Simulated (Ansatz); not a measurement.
Consider the ligand exchange at the Si–S bond: `N[SiH2]S[SiH](N)O` + `N[SiH](O)F` → `N[Si@H](F)O[Si@@H](N)O` + `N[SiH2]S`.

Isolated molecules relaxed with PBE0-D4/def2-TZVP in Ansatz; ΔE leaves out vibrations. CCSD(T)/CBS adds triple-zeta CCSD(T) − MP2 to the extrapolated MP2 energy (def2 sets, frozen cores). This one scheme is used for every species. Functionals use def2-TZVPP. B3LYP here is the variant with VWN-RPA as its local correlation; programs differ in this. Each species was taken in one conformer, which may not be the lowest.

`N[SiH2]S[SiH](N)O`:

Z-matrix (Å, degrees):
```
Si
S 1 2.115
N 1 1.743 2 109.2
H 1 1.485 2 113.4 3 115.9
H 1 1.486 2 105.8 3 -123.7
Si 2 2.176 1 99.5 3 -59.4
H 3 1.011 1 116.7 2 160.3
H 3 1.011 1 117.2 2 -66.6
N 6 1.694 2 111.1 1 165.4
O 6 1.626 2 108.0 1 44.4
H 6 1.482 2 107.4 1 -78.3
H 9 1.006 6 120.9 2 90.5
H 9 1.006 6 122.4 2 -64.9
H 10 0.978 6 115.1 2 -19.7
```

`N[SiH](O)F`:

Cartesian coordinates in Å:
```
N 0.789 0.202 0.862
Si -0.212 -0.417 -0.363
O -1.439 0.607 -0.677
F 0.763 -0.605 -1.612
H 1.761 -0.057 0.909
H 0.423 0.450 1.767
H -0.867 -1.717 -0.133
H -1.219 1.538 -0.753
```

`N[Si@H](F)O[Si@@H](N)O`:

```xyz
14

N    -0.454    1.388   -1.629
Si   -0.676    1.434    0.060
O    -2.260    1.647    0.404
O    -0.084    0.019    0.634
Si    0.557   -1.401    0.205
N     1.466   -1.975    1.505
F     1.428   -1.126   -1.118
H     0.345    0.916   -2.021
H    -0.771    2.141   -2.218
H    -0.011    2.518    0.808
H    -2.880    1.105   -0.087
H    -0.441   -2.406   -0.208
H     1.840   -2.908    1.530
H     1.941   -1.351    2.135
```

`N[SiH2]S`:

Z-matrix (Å, degrees):
```
Si
S 1 2.151
N 1 1.706 2 111.5
H 1 1.484 2 111.6 3 -117.8
H 1 1.485 2 105.8 3 122.4
H 2 1.343 1 94.3 3 -148.1
H 3 1.006 1 122.1 2 53.2
H 3 1.006 1 120.4 2 -98.6
```

(1) Is it downhill or uphill in electronic energy at CCSD(T)/CBS, and by how much? (Estimate.)

(2) What do these levels give: B3LYP-D4, B2PLYP, r2SCAN, PBE0, MP2/def2-QZVPP, MP2/CBS(def2)? (An estimate is asked.)

Largest T1 diagnostic among the species: 0.012.

Answers

(1) Computed: Downhill: ΔE = -47.2 kJ/mol.

(2) The calculation gave: B3LYP-D4 -48.0, B2PLYP -52.0, r2SCAN -41.9, PBE0 -37.6, MP2/def2-QZVPP -42.2, MP2/CBS(def2) -40.5 kJ/mol.

From PBE to PBE0 (25 % exact exchange), in def2-TZVPP and without D4, ΔE moves by −7.5 kJ/mol. In def2-TZVPP, CCSD(T) changes the Hartree–Fock value by +33.8 kJ/mol (the triples alone add +7.3 kJ/mol) and MP2 by +40.5 kJ/mol.
